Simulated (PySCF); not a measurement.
SMILES C=CBN (C2H6BN), B3LYP/def2-SVP optimised geometry. Atoms within 1.6 Å of the plane z = 0.0 Å (x, y, z in Å): B1 (-0.84, -0.53, 0.00), H2 (-1.46, -1.57, -0.01), C3 (0.73, -0.53, 0.00), C4 (1.50, 0.39, -0.60), H5 (1.24, -1.38, 0.48), H6 (2.59, 0.34, -0.61), H7 (1.06, 1.25, -1.13), N8 (-1.58, 0.65, 0.00), H9 (-2.59, 0.68, -0.03), H10 (-1.15, 1.57, 0.05).

Computed with B3LYP/def2-TZVP (PySCF). Cells within 0.4 Å of a nucleus heavier than hydrogen are left out (blank, or x).

Map of the electrostatic potential (hartree/e), clipped to [-0.08, 0.12] on the plane z = 0.0 Å:

```
|11111111111111111111111111111|
|11111112222221111111111111111|
|11111222222222211111111111111|
|11122222222222221111111111111|
|11222222222222222111111111111|
|12222222333333222111111111111|
|22222223344443322111111111111|
|22222333457875322111111111111|
|22223334589997422111111111111|
|22233455799999422111111111111|
|22335799999998422344221111111|
|22346999999997324999743221111|
|223479999xx997449999986422111|
|223469999xx999999999999532111|
|22235799999999999999997422111|
|12223445799xx999xx99643321111|
|11222222499xx999xx99322111111|
|11111111399999999997211111111|
|11111001599999799997211111111|
|11110000599952235995211111111|
|11110000289610012332111111111|
|11100000011000001111111111111|
|11100000000000000111111111111|
|11100000000000000011111111111|
|11100000000000000001111111111|
|11100000000000000000111111111|
|11100000000000000000111111111|
|11110000000000000001111111111|
|11110000000000000001111111111|
```
Scale: ten equal steps from -0.018 (start of '0') to 0.120 (end of '9'), in the order '0123456789'; x runs from -5.00 to 5.00, y from -5.00 (bottom) to 5.00 (top).
